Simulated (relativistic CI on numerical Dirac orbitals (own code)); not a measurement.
## Radial parameters of Er²⁹⁺

Computed by Dirac-Coulomb-Breit CI, KLI orbitals optimised for each configuration, a model potential for QED, unscaled Slater integrals (own radial code, finite nucleus).

Slater integrals F^k, G^k are unscaled and averaged over j, outside the closed core [Ar] 3d10; ζ comes from projecting the Hamiltonian with its Breit term on Σ l·s of the shell.

- 4s2.4p6.4d3: F^2(4d,4d) = 206650, F^4(4d,4d) = 140660, ζ(4d) = 36538 cm⁻¹; <r>(4d) = 0.4873, <r^2>(4d) = 0.2713 (bohr units).
- 4s2.4p5.4d4: ζ(4p) = 297210, F^2(4d,4d) = 206610, F^4(4d,4d) = 140630, F^2(4p,4d) = 208690, G^1(4p,4d) = 260260, G^3(4p,4d) = 166410, ζ(4d) = 36385 cm⁻¹; <r>(4p) = 0.4815, <r^2>(4p) = 0.2621, <r>(4d) = 0.4874, <r^2>(4d) = 0.2713 (bohr units).
- 4s2.4p6.4d2.4f: F^2(4d,4d) = 206520, F^4(4d,4d) = 140560, ζ(4d) = 36509, F^2(4d,4f) = 206980, F^4(4d,4f) = 135210, G^1(4d,4f) = 217280, G^3(4d,4f) = 148950, G^5(4d,4f) = 109210, ζ(4f) = 5551.5 cm⁻¹; <r>(4d) = 0.4877, <r^2>(4d) = 0.2717, <r>(4f) = 0.4657, <r^2>(4f) = 0.2464 (bohr units).

Q: Give the Racah parameters of the d shell in 4s2.4p6.4d3.

A: B = F²/49 − 5F⁴/441 = 2623 cm⁻¹ and C = 35F⁴/441 = 11163 cm⁻¹.

Averages of the first 10 configurations, taken without configuration mixing, which lowers the lowest level and can move excited configurations by several eV; other configurations of the list can lie among them:

```json
{"Configuration": "4s2.4p6.4d3", "Parity": "even", "States": "120", "Average energy above the lowest level (eV)": "23.5"}
{"Configuration": "4s2.4p5.4d4", "Parity": "odd", "States": "1260", "Average energy above the lowest level (eV)": "190.5"}
{"Configuration": "4s2.4p6.4d2.4f", "Parity": "odd", "States": "630", "Average energy above the lowest level (eV)": "196.7"}
{"Configuration": "4s.4p6.4d4", "Parity": "even", "States": "420", "Average energy above the lowest level (eV)": "321.5"}
{"Configuration": "4s.4p6.4d3.4f", "Parity": "odd", "States": "3360", "Average energy above the lowest level (eV)": "492.9"}
{"Configuration": "4s2.4p6.4d2.5s", "Parity": "even", "States": "90", "Average energy above the lowest level (eV)": "359.3"}
{"Configuration": "4s2.4p6.4d.4f.5s", "Parity": "odd", "States": "280", "Average energy above the lowest level (eV)": "532.6"}
{"Configuration": "4s2.4p6.4d2.5p", "Parity": "odd", "States": "270", "Average energy above the lowest level (eV)": "412.6"}
{"Configuration": "4s2.4p6.4d2.5d", "Parity": "even", "States": "450", "Average energy above the lowest level (eV)": "485.5"}
{"Configuration": "4s2.4p5.4d3.5s", "Parity": "odd", "States": "1440", "Average energy above the lowest level (eV)": "524.9"}
```
